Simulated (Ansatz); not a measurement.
Cost and result for the atomization energy of H2S2Sn (`[SH][Sn][SH]`) (5 atoms, 4 bonds).

Charge 0, multiplicity 1. Correlated methods include outer-core shells of Sn, which these sets cover unevenly. Sn: def2 effective core potential. Geometry: relaxed with PBE0-D4/def2-TZVP. It is one conformer, not always the lowest. Program: Ansatz. Hardware: A = 2 threads of an AMD EPYC 7R13 on a shared host; B = 2 threads of an AMD EPYC 7R13 on a shared host and a share of an NVIDIA H100 80 GB. Times are those of one run each, without the atoms' runs, and a repeat can differ threefold. Electronic energies, without spin–orbit coupling; frozen cores. CCSD(T)/CBS adds CCSD(T) − MP2 in def2-TZVPP to the MP2 limit, and its time is that of the two runs behind it. T1 = 0.016. With those shells the extrapolation isn't a true limit. B3LYP takes the VWN-RPA correlation (the form of Gaussian; ORCA's B3LYP/G).

CCSD(T)/CBS is a level of theory with its own doubt, some kJ/mol a heavy atom from the limit and from the frozen cores, so smaller differences don't rank the functionals.

```json
{"level": "PBE-D4/def2-TZVPP (with forces) [A]", "functions": "162", "wall time": "1.7 s"}
{"level": "PBE0-D4/def2-TZVPP [A]", "functions": "162", "wall time": "2 s"}
{"level": "B3LYP-D4/def2-TZVPP (with forces) [A]", "functions": "162", "wall time": "3 s"}
{"level": "r2SCAN-D4/def2-TZVPP (with forces) [A]", "functions": "162", "wall time": "3.2 s"}
{"level": "CCSD(T)/def2-TZVPP [B]", "functions": "162", "wall time": "3.5 s"}
{"level": "B2PLYP/def2-TZVPP [A]", "functions": "162", "wall time": "3.6 s"}
{"level": "ωB97X-V/def2-TZVPP [A]", "functions": "162", "wall time": "4.4 s"}
{"level": "CCSD(T)/def2-QZVPP [B]", "functions": "282", "wall time": "7 s"}
{"level": "ωB97M-V/def2-TZVPP (with forces) [A]", "functions": "162", "wall time": "7.5 s"}
{"level": "CCSD(T)/CBS(def2)", "functions": "–", "wall time": "10 s"}
```

Problem. What atomization energy does each give, and how far from CCSD(T)/CBS? (Best estimate.)

Solution. Computed: 
```json
{"level": "PBE-D4/def2-TZVPP (with forces) [A]", "atomization (kJ/mol)": "1394.6", "difference from CCSD(T)/CBS": "22.6", "per bond": "5.6"}
{"level": "PBE0-D4/def2-TZVPP [A]", "atomization (kJ/mol)": "1355.1", "difference from CCSD(T)/CBS": "-16.9", "per bond": "-4.2"}
{"level": "B3LYP-D4/def2-TZVPP (with forces) [A]", "atomization (kJ/mol)": "1357.0", "difference from CCSD(T)/CBS": "-15.0", "per bond": "-3.7"}
{"level": "r2SCAN-D4/def2-TZVPP (with forces) [A]", "atomization (kJ/mol)": "1371.4", "difference from CCSD(T)/CBS": "-0.6", "per bond": "-0.2"}
{"level": "CCSD(T)/def2-TZVPP [B]", "atomization (kJ/mol)": "1305.3", "difference from CCSD(T)/CBS": "-66.7", "per bond": "-16.7"}
{"level": "B2PLYP/def2-TZVPP [A]", "atomization (kJ/mol)": "1327.8", "difference from CCSD(T)/CBS": "-44.2", "per bond": "-11.1"}
{"level": "ωB97X-V/def2-TZVPP [A]", "atomization (kJ/mol)": "1371.6", "difference from CCSD(T)/CBS": "-0.4", "per bond": "-0.1"}
{"level": "CCSD(T)/def2-QZVPP [B]", "atomization (kJ/mol)": "1345.6", "difference from CCSD(T)/CBS": "-26.4", "per bond": "-6.6"}
{"level": "ωB97M-V/def2-TZVPP (with forces) [A]", "atomization (kJ/mol)": "1364.9", "difference from CCSD(T)/CBS": "-7.1", "per bond": "-1.8"}
{"level": "CCSD(T)/CBS(def2)", "atomization (kJ/mol)": "1372.0", "difference from CCSD(T)/CBS": "0.0", "per bond": "0.0"}
```

In def2-TZVPP, CCSD(T) changes the Hartree–Fock value by +421.6 kJ/mol (the triples alone add +36.4 kJ/mol) and MP2 by +433.4 kJ/mol; breaking electron pairs costs correlation energy, which Hartree–Fock lacks. From PBE to PBE0 (25 % exact exchange), in def2-TZVPP and without D4, the atomization energy moves by −37.3 kJ/mol: exact exchange takes away binding that semilocal exchange gives to molecules. The D4 term adds +25.9 kJ/mol with B3LYP and +13.2 kJ/mol with PBE0; it sums over pairs of atoms, weighted by their polarisabilities, and B3LYP, whose exchange is more repulsive, gets the larger term.

Spin–orbit coupling would lower the free Sn atoms strongly, and the atomization energy with them, by more than many differences here. For some Ge, Se and Sn compounds the MP2-based and the directly extrapolated limit differ by 10 to 25 kJ/mol.
